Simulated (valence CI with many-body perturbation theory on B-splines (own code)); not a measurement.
# Energy levels of Ca XV

Calculated by relativistic CI+MBPT: four valence electrons over a frozen Dirac-Fock core [He], radial functions for each j: 11 s, 11 p, 10 d, 8 f, 5 g, 2 h, with the one-electron correlation potential Σ1 (screened to all orders), the two-electron term Σ2, the three-electron term Σ3, Breit, model QED; selected single and double excitations, second order for the rest, scaled by the run's own slope (own B-spline code, finite nucleus).

No measured spectrum was set against this ion. As an estimate, levels of excited configurations hold to 0.05 to 0.15 % of their energy, terms of the ground configuration to about 0.5 %. Among the levels kept, up to 880 cm⁻¹ of a level comes from second order outside the variational space, and about a tenth of that is noise between levels of different J, which matters for small intervals.

Levels 1 to 45 of 189, with energies above the lowest level, 2s²2p² ³P_0. "Leading %" is the weight of the configuration and term that name the level; weights of strongly mixed levels are sums over their largest components and can fall short, so below about 35 % the name and the second component can differ from the true leading terms, or belong to a minority configuration. Lifetimes count E1, E2, E3, M1 and M2 decay at the calculated energies, and are blank where another channel may lead or the interval is too uncertain; long ones can be off by a factor of two.

| No. | Configuration | Term | J | E (× 10³ cm⁻¹) | Leading % | Lifetime | g |
| --- | --- | --- | --- | --- | --- | --- | --- |
| 1 | 2s²2p² | ³P | 0 | 0.00 | 96 |  |  |
| 2 | 2s²2p² | ³P | 1 | 17.55 | 99 | 10.6 ms | 1.499 |
| 3 | 2s²2p² | ³P | 2 | 35.91 | 93 | 12.6 ms | 1.471 |
| 4 | 2s²2p² | ¹D | 2 | 108.78 | 93 | 720 μs | 1.026 |
| 5 | 2s²2p² | ¹S | 0 | 197.96 | 93 | 106 μs |  |
| 6 | 2s2p³ | ⁵S° | 2 | 275.73 | 99 | 181 ns | 1.997 |
| 7 | 2s2p³ | ³D° | 2 | 496.79 | 94 | 203 ps | 1.183 |
| 8 | 2s2p³ | ³D° | 1 | 497.70 | 96 | 185 ps | 0.533 |
| 9 | 2s2p³ | ³D° | 3 | 500.34 | 100 | 235 ps | 1.332 |
| 10 | 2s2p³ | ³P° | 0 | 581.99 | 100 | 83.4 ps |  |
| 11 | 2s2p³ | ³P° | 1 | 583.06 | 96 | 84.0 ps | 1.470 |
| 12 | 2s2p³ | ³P° | 2 | 585.91 | 93 | 90.1 ps | 1.477 |
| 13 | 2s2p³ | ³S° | 1 | 729.37 | 94 | 15.8 ps | 1.943 |
| 14 | 2s2p³ | ¹D° | 2 | 730.21 | 98 | 30.6 ps | 1.004 |
| 15 | 2s2p³ | ¹P° | 1 | 815.03 | 94 | 19.2 ps | 1.048 |
| 16 | 2p⁴ | ³P | 2 | 1107.9 | 95 | 26.4 ps | 1.482 |
| 17 | 2p⁴ | ³P | 1 | 1134.2 | 99 | 24.9 ps | 1.499 |
| 18 | 2p⁴ | ³P | 0 | 1140.4 | 96 | 24.6 ps |  |
| 19 | 2p⁴ | ¹D | 2 | 1195.6 | 95 | 42.9 ps | 1.015 |
| 20 | 2p⁴ | ¹S | 0 | 1351.7 | 93 | 20.9 ps |  |
| 21 | 2s²2p3s | ³P° | 0 | 4079.9 | 96 | 1.53 ps |  |
| 22 | 2s²2p3s | ³P° | 1 | 4085.0 | 82 | 1.39 ps | 1.428 |
| 23 | 2s²2p3s | ³P° | 2 | 4116.0 | 96 | 1.49 ps | 1.499 |
| 24 | 2s²2p3s | ¹P° | 1 | 4134.1 | 82 | 952 fs | 1.068 |
| 25 | 2s²2p3p | ³D | 1 | 4205.7 | 53 | 61.1 ps | 0.747 |
| 26 | 2s²2p3p | ³D | 1 | 4228.1 | 37 | 33.3 ps | 1.003 |
| 27 | 2s²2p3p | ³D | 2 | 4229.4 | 90 | 50.2 ps | 1.174 |
| 28 | 2s²2p3p | ³P | 0 | 4250.2 | 86 | 9.81 ps |  |
| 29 | 2s²2p3p | ³D | 3 | 4255.3 | 95 | 56.3 ps | 1.333 |
| 30 | 2s²2p3p | ³S | 1 | 4257.5 | 39 | 16.7 ps | 1.542 |
| 31 | 2s²2p3p | ³P | 1 | 4270.8 | 50 | 12.2 ps | 1.704 |
| 32 | 2s²2p3p | ³P | 2 | 4276.1 | 80 | 10.4 ps | 1.459 |
| 33 | 2s²2p3p | ¹D | 2 | 4314.5 | 89 | 28.9 ps | 1.031 |
| 34 | 2s2p²3s | ⁵P | 1 | 4353.3 | 98 | 2.01 ps | 2.493 |
| 35 | 2s²2p3p | ¹S | 0 | 4361.5 | 92 | 11.0 ps |  |
| 36 | 2s²2p3d | ³F° | 2 | 4363.8 | 73 | 1.48 ps | 0.751 |
| 37 | 2s2p²3s | ⁵P | 2 | 4366.9 | 98 | 1.96 ps | 1.831 |
| 38 | 2s²2p3d | ³F° | 3 | 4378.9 | 87 | 1.35 ps | 1.098 |
| 39 | 2s2p²3s | ⁵P | 3 | 4383.4 | 98 | 1.90 ps | 1.663 |
| 40 | 2s²2p3d | ¹D° | 2 | 4385.1 | 52 | 338 fs | 1.047 |
| 41 | 2s²2p3d | ³F° | 4 | 4401.4 | 96 | 1.06 ns | 1.249 |
| 42 | 2s²2p3d | ³D° | 1 | 4402.6 | 75 | 153 fs | 0.690 |
| 43 | 2s²2p3d | ³D° | 2 | 4413.1 | 44 | 209 fs | 1.173 |
| 44 | 2s2p²3s | ³P | 0 | 4424.6 | 89 | 1.24 ps |  |
| 45 | 2s²2p3d | ³D° | 3 | 4425.6 | 86 | 153 fs | 1.305 |

Names give the largest LS component (configuration and term), which can be under half, so a name can repeat, a term be missing and a line seem to break the LS rules; names also repeat where a configuration has a term twice.

The ionisation energy to 2s²2p ²P°1/2 of the next ion comes out as 894.67 eV (NIST: 894 ± 0.4 eV (semi-empirical)). All 189 levels together are meant to be complete up to 5212.3 × 10³ cm⁻¹.
